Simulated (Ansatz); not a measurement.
Start from `C[S][In]([CH3])[F]` and change one atom or group to get `C[NH][In]([CH3])[F]`.

Ansatz, PBE0-D4/def2-TZVP geometries, multiplicity 1. Each molecule was computed in one conformer, which needn't be the lowest.

Elements past krypton have def2 core potentials.

```
                                          property  `C[S][In]([CH3])[F]`
               HOMO–LUMO gap (PBE/def2-TZVPP) / eV                  3.93
                 LUMO energy (PBE/def2-TZVPP) / eV                 -1.97
size of the dipole moment (ωB97M-V/def2-TZVPP) / D                  4.65
             LUMO energy (ωB97M-V/def2-TZVPP) / eV                  0.38
                HOMO energy (PBE0/def2-TZVPP) / eV                 -7.09
               HOMO energy (B3LYP/def2-TZVPP) / eV                 -6.87
```

Question: Give the same properties after the change, and the shifts. (Best estimate.)

Answer: Computed: 
```json
{"property": "HOMO–LUMO gap (PBE/def2-TZVPP) / eV", "`C[NH][In]([CH3])[F]`": "3.62", "shift": "-0.31"}
{"property": "LUMO energy (PBE/def2-TZVPP) / eV", "`C[NH][In]([CH3])[F]`": "-1.61", "shift": "0.36"}
{"property": "size of the dipole moment (ωB97M-V/def2-TZVPP) / D", "`C[NH][In]([CH3])[F]`": "3.47", "shift": "-1.18"}
{"property": "LUMO energy (ωB97M-V/def2-TZVPP) / eV", "`C[NH][In]([CH3])[F]`": "0.75", "shift": "0.37"}
{"property": "HOMO energy (PBE0/def2-TZVPP) / eV", "`C[NH][In]([CH3])[F]`": "-6.52", "shift": "0.57"}
{"property": "HOMO energy (B3LYP/def2-TZVPP) / eV", "`C[NH][In]([CH3])[F]`": "-6.32", "shift": "0.55"}
```

With PBE0 the HOMO rises by 0.57 eV and the LUMO rises by 0.39 eV, so the gap narrows by about 0.18 eV. PBE moves the HOMO by 0.67 eV and ωB97M-V by 0.42 eV. Dipoles are sizes alone; their direction can turn.

Positive LUMOs are unbound, so they and the gaps depend on the basis.

B3LYP here is the variant with VWN-RPA as its local correlation; programs differ in this.
